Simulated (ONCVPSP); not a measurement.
## palladium (Pd): ONCV pseudisation with PBEsol, scalar-relativistic reference atom.

ONCVPSP 4.0.1 input, shortened (lines: element, Z, core and valence counts, functional; n l f; lmax; l rc ep ncon nbas qcut; lloc lpopt rc5 dvloc0; l nproj debl; icmod fcfact rcfact), PBEsol, scalar-relativistic:

```
  Pd 46.00    8    2  -116133      upf
    1    0    2.00
    2    0    2.00
    2    1    6.00
    3    0    2.00
    3    1    6.00
    3    2   10.00
    4    0    2.00
    4    1    6.00
    4    2    9.00
    5    0    1.00
    2
    0    2.35    0.00    5    8    2.90
    1    2.45    0.19    4    8    3.50
    2    1.35    0.00    3    6    8.30
    4    3    1.10    1.00
    0    2    0.80
    1    2    0.80
    2    2    2.30
    1    0.70    0.00
```

- Cutoffs needed: 28 Ha and 34 Ha (the cutoffs (Ha) at which the residual kinetic energy of the hardest occupied pseudo-wave falls to 1 and 0.1 mHa per electron)
- Ghost test: ghosts flagged at negative energy: s at -61.0 eV; GHOST(+) flagged for p at 6.3 eV; a true bound ghost makes a file unfit for plane-wave use
- Configuration tests: 1 of 4 tests not solved or not reliable
- rms error of d²Exc/dni dnj: 5.56 mHa without and 0.31 mHa with the model core
